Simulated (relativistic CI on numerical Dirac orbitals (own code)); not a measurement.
## Cu⁴⁺ in a cubic cluster: L2,3 absorption with charge transfer

Computed with a charge-transfer multiplet model of a cubic metal-ligand cluster with up to 2 ligand holes, Slater and spin-orbit integrals from Dirac-Coulomb-Breit ions, Slater integrals scaled by 0.7. The parameters are those of a tetrahedral site (10Dq negative, t2 hopping the larger). The ground state mixes d7 with configurations of k ligand holes L, whose averages lie at kΔ + k(k − 1)U_dd/2; a core hole lowers each added d electron by U_cd. 20 K, Lorentzian 0.4 eV and Gaussian 0.3 eV FWHM.

Atomic integrals in eV (Slater integrals scaled, ζ unscaled), ground: F2dd 10.358, F4dd 6.495, zeta_d 0.120; with the core hole: F2dd 10.861, F4dd 6.812, zeta_d 0.150, zeta_core 13.370, F2cd 6.618, G1cd 5.133, G3cd 2.922.

Cluster parameters (eV): Δ = 1.7, U_cd = 8.6, 10Dq = -0.2, 10Dq(ligand) = 0, V(eg) = 1.32, V(t2g) = -2.25, final-state hopping factor = 0.9.

```tsv
Case	n_d	d7	d8L	d9L2	S
U_dd = 5.3 eV	7.43	0.60	0.36	0.03	1.50
U_dd = 7.4 eV	7.41	0.62	0.35	0.03	1.50
U_dd = 8.1 eV	7.40	0.62	0.35	0.02	1.50
U_dd = 8.8 eV	7.39	0.63	0.35	0.02	1.50
U_dd = 9.5 eV	7.39	0.63	0.35	0.02	1.50
```

Weights, n_d and S are thermal averages at 20 K. Photon energies count from the first peak over 30 % of the highest in each spectrum, which can be another peak from case to case. The parameters are a model scan and need not match a compound or its usual spin state. Peaks in eV (height, largest 100):
- U_dd = 5.3 eV: 0.0 (100), 5.0 (13), 6.1 (12), 7.3 (6), 20.5 (28), 25.9 (7)
- U_dd = 7.4 eV: 0.0 (100), 0.5 (93), 2.3 (23), 3.3 (10), 4.6 (6), 5.6 (5), 21.0 (39), 22.2 (13)
- U_dd = 8.1 eV: 0.0 (100), 0.6 (96), 1.2 (80), 3.7 (10), 21.1 (43), 22.5 (13)
- U_dd = 8.8 eV: 0.0 (100), 0.7 (99), 1.2 (85), 3.9 (11), 21.2 (47), 22.7 (13)
- U_dd = 9.5 eV: 0.0 (97), 0.7 (100), 4.0 (11), 21.2 (49), 22.8 (13), 23.5 (9)

For the case U_dd = 7.4 eV, Δ = 1.7 eV is smaller than U_dd = 7.4 eV, the charge-transfer side of the Zaanen-Sawatzky-Allen scheme. With the core hole the configuration with one ligand hole lies at Δ + U_dd − U_cd = -1.6, 0.5, 1.2, 1.9, 2.6 eV from the one without, in the order of the table; where this is negative the screened configuration lies lower, though the effective hopping of about 3.2 eV (from the holes of the mixed ground state) mixes the two strongly wherever it is as large as the gap.
